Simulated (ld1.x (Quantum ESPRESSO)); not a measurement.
Values are calculated unless marked as measured or tabulated.
Hardness and transferability of assorted potentials

Generated with ld1.x 7.5 (TM, RRKJ, ultrasoft, PAW), atompaw 4.2 or ONCVPSP 4.0.1. The cutoff is in Ry: for ld1.x and atompaw files where the sum of valence levels is converged to 10 mRy in a Bessel basis, for ONCV files where the hardest occupied wave has 1 mHa per electron of residual kinetic energy. The error is the largest all-electron minus pseudo excitation energy over each file’s own four to seven test configurations (ionisations up to +4, promotions, holes and added fractions of an electron), all of which were solved. The labels leave out finer settings (local radius, basis sizes, second energies), which also bear on the numbers. Spin-polarised tests are not counted. The rows are a selection from randomly drawn settings: files with unsolved tests, undetermined cutoffs or missed reference levels are left out.

A true bound ghost makes a file unfit for plane-wave use even where its test errors are small: the radial tests pick states by their node count and pass the ghost by.

| element | potential | cutoff (Ry) | largest error (meV) | bound ghosts |
| --- | --- | --- | --- | --- |
| N | RRKJ, PBEsol, scalar-relativistic, rc 0.70/1.15 (sp), local p, core correction no, reference 2s2 2p2 | 260 | +210 | none |
| Si | PAW, PBEsol, non-relativistic, rc 0.90/1.00/0.95 (spd), local smoothed, core correction yes, reference 2s2 2p6 3s2 3p2 | 140 | +81 | none |
| Rb | TM, LDA (PZ), scalar-relativistic, rc 4.20/4.15/4.20/4.50 (spdf), local d, core correction yes, reference 4d0 5s0 5p1 | 6 | +6.0 | s |
| Cd | TM, PBEsol, scalar-relativistic, rc 1.86/1.22/1.56 (spd), local s, core correction yes, reference 4p6 4d10 5s0 5p0 | 90 | -1531 | none |

Q: Fill in the row for W: ultrasoft, PBE, scalar-relativistic, rc 2.90/4.20/1.80 (spd), local smoothed, core correction yes, reference 5d4 6s2 6p0.

A: cutoff 30 Ry, largest error -142 meV, bound ghosts: s, p.

Q: Fill in the row for Tb: TM, PBEsol, scalar-relativistic, rc 2.15/2.30/1.95 (spd), local smoothed, core correction no, reference 5s2 5p6 5d1 6s0 6p0.

A: cutoff 25 Ry, largest error +818 meV, bound ghosts: none.

Q: Fill in the row for Sb: PAW, LDA (PZ), scalar-relativistic, rc 2.25/1.80/1.80 (spd), local smoothed, core correction yes, reference 4d10 5s2 5p3.

A: cutoff 35 Ry, largest error -332 meV, bound ghosts: s, p.
